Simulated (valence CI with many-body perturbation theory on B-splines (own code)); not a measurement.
Values are calculated unless marked as measured or tabulated.
**Tl⁴⁰⁺: what the settings do**

Method: relativistic CI+MBPT: five valence electrons over a frozen Dirac-Fock core [Kr], radial functions for each j: 6 s, 6 p, 5 d, 5 f, 1 g, with the one-electron correlation potential Σ1, the two-electron term Σ2, the three-electron term Σ3, Breit, model QED; selected CI, second order for the rest, scaled by the run's own slope (own B-spline code, finite nucleus).

The last digits are not significant, and no measured levels were compared; by estimate large intervals hold to a few tenths of a per cent, small ones and those within an open d or f shell to about a per cent. Only levels of the ground parity were solved; by the run's estimate the other parity begins above the list, which can be wrong where configurations are misplaced.

The reference run has the lowest level (4d3/2^4 4d5/2) J=5/2 and an ionisation energy of 1922.23 eV. Its largest variational space holds 9996 state functions.

Levels are named by their leading jj configuration (3d3/2^4 stands for four electrons in 3d with j = 3/2), which in mixed levels can hold well under half, so a name can repeat and another be missing. Letters in brackets count levels of one name in rising energy.

Changed runs:
A. highest l in the core sums 6 → 5
B. three-electron term on → off
C. correlating orbitals by l 3 3 3 3 1 → 4 4 3 4 0
D. start configuration 4d5 → 4d6 (bad on purpose)

Excitation energies of the reference run in cm⁻¹, and shifts in cm⁻¹:

| Level | Reference | A | B | C |
| --- | --- | --- | --- | --- |
| (4d3/2^3 4d5/2^2) J=5/2 [a] | 186388 | +3.7 | -1106 | -328 |
| (4d3/2^3 4d5/2^2) J=7/2 [a] | 228569 | +7.5 | +156 | +359 |
| (4d3/2^3 4d5/2^2) J=3/2 [a] | 233782 | +6.8 | +432 | +292 |
| (4d3/2^3 4d5/2^2) J=11/2 | 237592 | +18 | +249 | +259 |
| (4d3/2^3 4d5/2^2) J=9/2 | 253085 | +9.1 | +505 | +661 |
| (4d3/2^3 4d5/2^2) J=5/2 [b] | 264424 | +5.8 | +711 | +923 |
| (4d3/2^3 4d5/2^2) J=1/2 | 275169 | +4.7 | +919 | +910 |
| (4d3/2^3 4d5/2^2) J=7/2 [b] | 280107 | +7.5 | +1704 | +1046 |
| (4d3/2^3 4d5/2^2) J=3/2 [b] | 337673 | +12 | +1942 | +1253 |
| (4d3/2^2 4d5/2^3) J=5/2 [a] | 412197 | +16 | -516 | -171 |
| (4d3/2^2 4d5/2^3) J=7/2 [a] | 442355 | +15 | +115 | +357 |
| (4d3/2^2 4d5/2^3) J=11/2 | 448153 | +26 | +94 | +208 |
| Ionisation energy (eV) | 1922.23 | +0.06 | -0.06 | -0.12 |

Run D: It gave no result: the electrons of core and valence do not add up to the charge. The program said: "core and valence hold 42 electrons, the ion has 41".
